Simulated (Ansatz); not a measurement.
## Energy profile

The step: Si₂H₃Cl₃ ([SiH3][Si]([Cl])([Cl])[Cl]) + H₂O + H₂O → SiHCl₃O ([OH][Si]([Cl])([Cl])[Cl]) + SiH₄ + H₂O; bonds formed: Si1–O7, Si2–H8, H6–O9; bonds broken: Si1–Si2, H6–O7, H8–O9 (atoms numbered as in the saddle structure below).

```xyz
14
angstrom
Si -0.8842 -0.6904 -0.3340
Si 0.4854 0.0649 1.6681
Cl -1.3330 -2.6736 -0.8182
Cl -2.3811 -0.5890 1.1992
Cl -1.8550 0.6067 -1.6761
H 1.0924 0.8387 -1.2997
O 0.6440 -0.7667 -1.1489
H 0.3583 1.0702 0.0785
O 0.8808 1.7012 -0.8328
H -0.1949 0.8396 2.7276
H 0.4472 -1.3982 1.9412
H 1.9294 0.4380 1.5901
H 0.6932 -1.4966 -1.7745
H 0.1174 2.0551 -1.3207
```

Electronic energies by CCSD(T) at an estimated basis limit (MP2 extrapolated from triple and quadruple zeta, plus CCSD(T) − MP2 in triple zeta), on PBE0-D4/def2-TZVP structures; Si2H7Cl3O2, singlet; no counterpoise correction. Ansatz 0.2.0; basis: def2-TZVPP and def2-QZVPP; cores frozen in the correlated methods. Extrapolation: Hartree–Fock as exp(−7.88 √X), correlation as X^−2.97.

Task: Give the profile in kcal/mol, counted from the separated reactants. (Judge from chemistry; the value comes from the calculation.)

Result: The calculation gives:
| point | kcal/mol |
| --- | --- |
| separated: Si2H3Cl3 (linked as [SiH3][Si]([Cl])([Cl])[Cl]; Si1, Si2, Cl3, Cl4, Cl5, H10, H11, H12; singlet) + H2O (H6, O7, H13; singlet) + H2O (H8, O9, H14; singlet) | 0.00 |
| start structure | -11.33 |
| saddle | 36.12 |
| end structure | -35.03 |
| separated: SiHCl3O (linked as [OH][Si]([Cl])([Cl])[Cl]; Si1, Cl3, Cl4, Cl5, O7, H13; singlet) + SiH4 (Si2, H8, H10, H11, H12; singlet) + H2O (H6, O9, H14; singlet) | -24.09 |

The T1 diagnostic stays at or below 0.012.

For scale, one of the runs: CCSD(T)/def2-TZVPP, 370 basis functions, launched by `ansatz run in.yaml --threads 4 --pin off --events-out ev --progress --plain --max-ram 66560MiB --backend cuda --devices 0, --max-vram 37GiB`. Hardware: 4 CPU threads of an AMD EPYC 7R13 and a share of one NVIDIA H100, shared host. Wall time 22 s; peak host memory 1.4 GiB.
